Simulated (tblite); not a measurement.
Question: Write Cartesian coordinates for InChI=1S/C7H6NS/c9-6-3-7-1-4-8-5-2-7/h1-2,4-5H,3H2 as optimised with GFN2-xTB. (Doublet state.)

Answer: 
```xyz
15
C7H6NS angstrom
S      1.779   -0.201    2.624
C      2.362   -0.271    1.165
C      1.855   -0.212   -0.206
C      0.361   -0.040   -0.253
C     -0.217    1.225   -0.233
C     -1.598    1.323   -0.205
N     -2.403    0.275   -0.192
C     -1.855   -0.927   -0.207
C     -0.486   -1.142   -0.233
H      2.363    0.617   -0.710
H      2.159   -1.136   -0.710
H      0.397    2.113   -0.238
H     -2.087    2.288   -0.191
H     -2.547   -1.759   -0.196
H     -0.088   -2.146   -0.236
```

Any rigid rotation of these coordinates is as good. Atoms count from 1 in this order. The 6-membered ring C4–C5–C6–N7–C8–C9 has internal angles of 117.9° to 123.5° (sum 720°, against 720° for a flat polygon); it is planar, 0.00 Å rms from its mean plane, widest ring torsion 1°. Of the pairs four or more bonds apart, H11···H15 is among the closest relative to their van der Waals radii: 2.51 Å, 105 % of the sum of Bondi's values. C5 (carbon bonded to 2 C and H) is planar (angles 120.8°, 120.6° and 118.6°, sum 360.0°, 0.00 Å off the plane of its three neighbours). The 6 C–C bonds span 1.385 Å (C8–C9, aromatic) to 1.505 Å (C3–C4, drawn single), a spread of 0.120 Å.

Bonds between heavy atoms (Å): S1=C2 1.572, C2–C3 1.463, C3–C4 1.505, C4–C5 1.390, C5–C6 1.385, C6–N7 1.321, N7–C8 1.321, C8–C9 1.385, C4–C9 1.390.

Structure optimised with GFN2-xTB, isolated species. This method treats the open shell by occupation alone, without spin polarisation.

Point group: Cs (every atom within 0.08 Å of its image). Its lowest GFN2-xTB frequency is 7 cm⁻¹, too small to tell a flat minimum from a shallow saddle. Torsions: S1–C2–C3–C4 0°, C2–C3–C4–C5 88°.

One conformer stands for the species.

The numbers are calculated, not measured.
